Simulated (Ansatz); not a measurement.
```yaml
crystal:
  periodic: [false, false, false]
  atoms:
    - {symbol: B, position_ang: [-0.554544, 0.031651, -0.720931]}
    - {symbol: C, position_ang: [0.317385, 0.019352, -0.515665]}
    - {symbol: Ge, position_ang: [0.205652, -0.039548, 0.872169]}
    - {symbol: H, position_ang: [-1.064585, -0.679651, -0.830071]}
    - {symbol: H, position_ang: [-0.910097, 0.762586, -0.783127]}
    - {symbol: H, position_ang: [0.665758, 0.658994, -0.632538]}
    - {symbol: H, position_ang: [0.777665, -0.599823, -0.592250]}
    - {symbol: H, position_ang: [-0.242333, -0.962317, 1.161636]}
    - {symbol: H, position_ang: [-0.323932, 0.676695, 1.246324]}
    - {symbol: H, position_ang: [1.233104, -0.015772, 1.284213]}
basis:
  gaussian: {orbitals: cc-pVDZ}
hamiltonian: {xc: {name: LC-wPBE}}
output: {forces: true}
```

```sh
$ ansatz run in.yaml --threads 2 --pin off --events-out ev --progress --plain --max-ram 4352MiB
```

Shortened log:

```
Functional definition: LC-wPBE
1115 factors; their error is unknown
374 factors; integrals over basis functions are off by at most 7.7e-6 eV
mean field evaluation 1: about -58266.1870 eV, gradient 8.2e1 eV
mean field evaluation 2: about -58272.5112 eV, gradient 5.7e1 eV
mean field evaluation 4: about -58278.6912 eV, gradient 5.1e-1 eV
mean field evaluation 8: about -58278.6733 eV, gradient 1.2e-1 eV
mean field -58278.67337900 eV, -2141.7017439748 hartree, gradient 3.2e-5 eV, S^2 0.000000; 0 other end points of the search recorded, 0 dependent functions left out
reference -58278.67337901 eV, -2141.7017439750 hartree; 25, 25 occupied and 65, 65 virtual orbitals, 1115 factors
Total energy: -58278.67337901 eV, -2141.7017439750 hartree
Atom 0 at    -0.554544     0.031651    -0.720931 Å, force   -83.242767    -6.941572   -23.797344 eV/Å
Atom 1 at     0.317385     0.019352    -0.515665 Å, force    72.260481    -8.895506    -3.053142 eV/Å
Atom 2 at     0.205652    -0.039548     0.872169 Å, force    12.103589   -10.537911     9.303304 eV/Å
Atom 3 at    -1.064585    -0.679651    -0.830071 Å, force   -10.697090   -13.794043    -2.262171 eV/Å
Atom 4 at    -0.910097     0.762586    -0.783127 Å, force   -12.907090    22.648825    -2.461478 eV/Å
Atom 5 at     0.665758     0.658994    -0.632538 Å, force    18.762410    31.035723    -5.865752 eV/Å
Atom 6 at     0.777665    -0.599823    -0.592250 Å, force    17.627485   -22.458273    -3.911763 eV/Å
Atom 7 at    -0.242333    -0.962317     1.161636 Å, force   -10.732568   -22.507957     7.539176 eV/Å
Atom 8 at    -0.323932     0.676695     1.246324 Å, force   -22.613063    30.919063    16.659116 eV/Å
Atom 9 at     1.233104    -0.015772     1.284213 Å, force    19.438613     0.531651     7.850054 eV/Å
Dipole moment:     0.378091     0.027731     0.074575 e Å
```

Something in this input is off. What?

The geometry is squeezed to about two thirds of its size. The run converged. The result belongs to that input, not to the molecule as meant.
